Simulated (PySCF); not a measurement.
CH$_{4}$N$_{2}$S, charge -1, doublet, at a GFN2-xTB geometry (a state made from the parent by changing its charge; the spin is typed, not shown lowest). Base run: CCSD(T)/6-31G (PySCF).

PySCF was given this input:
```python
from pyscf import gto, scf, cc

mol = gto.M(
    atom='''
N     0.83763968   -1.28348792   -0.48846472
C     0.00201967   -0.34155645    0.23628015
N    -1.32737838   -0.86830023    0.39517807
S     0.26941677    1.33387003   -0.02585765
H     1.00104477   -2.10490704    0.09543522
H     1.72885507   -0.82530996   -0.65500500
H    -1.70737859   -1.19779798   -0.50084565
H    -1.91713687   -0.10204959    0.70946353
''',
    basis='6-31g',
    charge=-1,
    spin=1,
    verbose=4,
)

mf = scf.UHF(mol)
mf.kernel()

mycc = cc.CCSD(mf)
mycc.kernel()
et = mycc.ccsd_t()
print('E(CCSD(T)) = %.10f' % (mycc.e_tot + et))
```

Each row names what was changed in the base input (with any setting that the change needs).

| change | ΔE vs base (kcal/mol) | MP2 correlation (Eh) | CC correlation without the perturbative part (Eh) | basis functions | core-seconds (rough) |
|---|---|---|---|---|---|
| base | 0.000 | -0.35157 | -0.38427 | 48 | 30 |
| cc.diis_space = 10 | 0.000 | -0.35157 | -0.38427 | 48 | 30 |
| method = cisd | … | - | - | 48 | 5 |
| cart = on | 0.000 | -0.35157 | -0.38427 | 48 | 30 |
| method = ccsd | … | -0.35157 | -0.38427 | 48 | 20 |
| cc.conv_tol = 1e-9 | 0.000 | -0.35157 | -0.38427 | 48 | 30 |
| cc.diis_space = 3 | 0.000 | -0.35157 | -0.38427 | 48 | 30 |
| cc.conv_tol = 1e-5 | 0.000 | -0.35157 | -0.38427 | 48 | 20 |
| frozen = 8 | 3.98 | -0.34469 | -0.37809 | 48 | 6 |
| frozen = 7 | 3.80 | -0.34501 | -0.37837 | 48 | 9 |

### Question
Fill in the missing entries.

### Answer

- method = cisd, ΔE vs base (kcal/mol): 34.60
- method = ccsd, ΔE vs base (kcal/mol): 5.60

Open shells are given as the SCF converged; they aren't shown to be the lowest states, and a large step between rows can be another state.
